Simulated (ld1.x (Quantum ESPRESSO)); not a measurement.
## Transferability test, RRKJ potential for zirconium

ld1.x (Quantum ESPRESSO) 7.5 input, shortened:

```
&input
   title='Zr', zed=40., rel=1, dft='PBE', iswitch=3,
   config='[Kr] 4d2 5s1 5p0'
 /
 &inputp
   pseudotype=2, tm=.false., lloc=0,
   nlcc=.false.
 /
3
4P  2  1   6.00   0.00  1.85  1.85  0.0
4D  3  2   2.00   0.00  2.85  2.85  0.0
4S  1  0   2.00   0.00  1.70  1.70  0.0
 &test
   configts(1)='4s2 4p6 4d2 5s1 5p0'
 /
```

Occupied shells without a wave of their own: 5s. They enter only through the test configuration that unscreens the potential.

Energies are relative to the spin-unpolarised reference configuration 4s2 4p6 4d2 5s1 5p0; without spin polarisation the order of configurations can differ from experiment.

| valence configuration | charge | ΔE all-electron (eV) | error AE − PS (meV) |
| --- | --- | --- | --- |
| 4s2 4p6 4d2 5s2 5p0 | 0 | -7.137 | +434 |
| 4s2 4p6 4d2 5s0 5p0 | +2 | 12.940 | -738 |
| 4s2 4p6 4d1 5s0 5p0 | +3 | 35.567 | -1003 |
| 4s2 4p6 4d1 5s2 5p1 | 0 | -4.134 | +762 |
| 4s2 4p6 4d3 5s0 5p0 | +1 | 0.384 | -461 |
| 4s2 4p6 4d2 5s0 5p2 | 0 | -0.923 | -250 |
| 4s2 4p6 4d2.5 5s1.5 5p0 | 0 | -6.623 | +201 |

Levels in the configuration 4s2 4p6 4d3 5s0 5p0:

| level | all-electron (eV) | pseudo (eV) |
| --- | --- | --- |
| 4s | -58.454 | -58.889 |
| 4p | -36.578 | -36.953 |
| 4d | -8.156 | -8.392 |

The 5s level has no wave, so the channel is fitted at the deeper level alone: the likely source of the large errors.

The potential misses its own reference levels by up to 0.6 eV.
